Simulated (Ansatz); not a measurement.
A structure relaxed at r2SCAN-D4/def2-SVPD in Ansatz, charge -1, doublet:

```
atom    x (Å)    y (Å)    z (Å)
 Hg1   0.1871   0.3645  -1.3520
 Hg2  -0.1880  -0.3701   1.3508
 Br3  -1.5211   2.1767  -2.0397
 Br4   2.1455  -0.9687  -2.3821
 Br5  -1.8652  -2.3273   1.5240
 Br6   1.2415   1.1249   2.8990
```

(1) Give its formula and point group.

(2) Summarise the bond lengths by kind (pairs closer than 1.2 times the sum of covalent radii, bridged metal pairs left out).

Results:

(1) the cluster Hg₂Br₄⁻. Point group D2d (tolerance 0.1 Å).

(2) 4 × Br–Hg 2.58 Å; 1 × Hg–Hg 2.83 Å.

In the def2 sets Hg takes a core potential; there is no spin–orbit coupling. Another isomer (doublet) lies 0.16 eV lower at PBE0-D4/def2-SVP; other spin states weren't run for this one.
